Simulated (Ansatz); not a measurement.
The molecule MgSi, multiplicity 3 (lowest of 2S+1 = 1, 3 at CCSD(T)/def2-TZVPP on PBE0 minima; our sources give no spin for the ground state, which may be another). The T1 diagnostic near the minimum is 0.057, so single-reference values are doubtful.

The constants come from a fifth-degree fit in 1/R (seven points, main isotopes). Runs in def2 and cc sets follow the lowest solution found near the PBE0 minimum.

Run with Ansatz (Gaussian orbitals). Each number belongs to the level named beside it.

Energies at PBE/def2-TZVPP:

```json
[
 {"R (Å)": "2.366897", "E (hartree)": "-489.20910123"},
 {"R (Å)": "2.430523", "E (hartree)": "-489.21125711"},
 {"R (Å)": "2.489060", "E (hartree)": "-489.21228897"},
 {"R (Å)": "2.555231", "E (hartree)": "-489.21257874"},
 {"R (Å)": "2.621402", "E (hartree)": "-489.21213650"},
 {"R (Å)": "2.697754", "E (hartree)": "-489.21093871"},
 {"R (Å)": "2.786830", "E (hartree)": "-489.20887856"}
]
```

Problem. With a reduced mass of 12.9138 u, find the minimum, the force constant and the constants.

Solution. A fifth-degree polynomial in 1/R puts the minimum at r_e = 2.5456 Å with force constant 75.3 N/m. Then ω_e = (1/2πc)√(k/μ) = 315 cm⁻¹ and B_e = h/(8π²cμr_e²) = 0.2014 cm⁻¹; the cubic and quartic terms give α_e = 0.0018 and ω_e x_e = 2.2 cm⁻¹.

Ansatz is a quantum-chemistry and plane-wave program.
